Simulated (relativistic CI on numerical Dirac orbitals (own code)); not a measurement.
## Level scheme of Lu70+

Method of calculation: Dirac equation for one electron, model QED (radiative potential, 1s self-energy scaled to tabulated hydrogen-like ionisation energies) (own radial code, finite nucleus).

CI space: 1s, 2s, 2p, 3s, 3p, 3d, 4s, 4p, 4d, 4f, 5s, 5p, 5d, 5f, 5g, 6s, 6p, 6d. Levels of other configurations are missing.

The lowest level is 1s 2S_1/2, with 100 % of that term; Hund's rules for 1s give 2S with J = 1/2, in agreement.

```
No.  Configuration  Term    J   E (eV)    %  Landé g  Lifetime (s)
  1             1s    2S  1/2      0.0  100    1.810              
  2             2p   2P°  1/2  54976.0  100    0.617      6.09e-17
  3             2s    2S  1/2  54996.5  100    1.953              
  4             2p   2P°  3/2  56363.6  100    1.298      6.73e-17
  5             3p   2P°  1/2  65594.7  100    0.644      2.13e-16
  6             3s    2S  1/2  65600.8  100    1.981      3.67e-15
  7             3d    2D  3/2  66006.9  100    0.783      5.32e-16
  8             3p   2P°  3/2  66007.9  100    1.318      2.15e-16
  9             3d    2D  5/2  66126.4  100    1.185      5.91e-16
 10             4p   2P°  1/2  69251.9  100    0.654      5.10e-16
 11             4s    2S  1/2  69254.5  100    1.990      5.51e-15
 12             4d    2D  3/2  69424.7  100    0.790      1.21e-15
 13             4p   2P°  3/2  69425.1  100    1.325      5.00e-16
 14             4f   2F°  5/2  69475.2  100    0.848      2.71e-15
 15             4d    2D  5/2  69475.4  100    1.192      1.36e-15
 16             4f   2F°  7/2  69499.8  100    1.135      2.80e-15
 17             5p   2P°  1/2  70919.9  100    0.658      1.00e-15
 18             5s    2S  1/2  70921.2  100    1.995      8.82e-15
 19             5d    2D  3/2  71007.7  100    0.794      2.31e-15
 20             5p   2P°  3/2  71007.9  100    1.328      9.64e-16
 21             5f   2F°  5/2  71033.6  100    0.851      5.18e-15
 22             5d    2D  5/2  71033.7  100    1.195      2.59e-15
 23             5g    2G  7/2  71046.2  100    0.883      8.99e-15
 24             5f   2F°  7/2  71046.2  100    1.138      5.36e-15
 25             5g    2G  9/2  71053.7  100    1.106      9.12e-15
 26             6p   2P°  1/2  71815.8  100    0.661      1.73e-15
 27             6s    2S  1/2  71816.5  100    1.997      1.37e-14
 28             6d    2D  3/2  71866.3  100    0.795      3.94e-15
 29             6p   2P°  3/2  71866.4  100    1.330      1.65e-15
 30             6d    2D  5/2  71881.4  100    1.197      4.42e-15
```

Energies count from the lowest computed level; ° marks odd parity; lifetimes are radiative, by E1, M1, E2, M2 decay to levels of this space only; some are left blank where a channel outside the calculation adds to the decay or the decay crosses a small, uncertain gap.
